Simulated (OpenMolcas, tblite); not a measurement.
**A ladder of methods for C2H5AlF (SMILES [CH2][Al]([CH3])[F])**

The species is C2H5AlF (9 atoms), meant as a doublet with charge 0. SMILES: `[CH2][Al]([CH3])[F]`. The shape is that of a PBE0-D4/def2-TZVP optimisation. This is one conformer, not always the lowest.

Quantity: the vertical ionisation energy (to the singlet cation), in eV. The values are calculated.

| level | kind | program | value (eV) | less CCSD(T)/def2-SVP | CPU time (all runs) |
| --- | --- | --- | --- | --- | --- |
| IPEA1-xTB | semi-empirical | tblite | 13.54 | +4.06 | under 2 s |
| GFN2-xTB | semi-empirical | tblite | 13.84 | +4.36 | under 2 s |
| UHF/def2-SVP | Hartree–Fock | OpenMolcas | 9.05 | -0.43 | 17 s |
| USVWN5/def2-SVP | LDA | OpenMolcas | 9.75 | +0.27 | 82 s |
| UBLYP/def2-SVP | GGA | OpenMolcas | 9.42 | -0.06 | 99 s |
| UM06-L/def2-SVP | meta-GGA | OpenMolcas | 9.76 | +0.28 | 1.9 min |
| UBHLYP/def2-SVP | global hybrid | OpenMolcas | 9.67 | +0.19 | 75 s |
| ROCCSD(T)/def2-SVP | coupled cluster or CI | OpenMolcas | 9.48 | 0.00 | 1.8 min |

ROCCSD(T)/def2-SVP is the highest level here, not the true value. The values span 9.05 to 13.84 eV. The xTB values lack the empirical shift that such differences need. CPU times are rough (shared hosts, several kinds of processor and program).
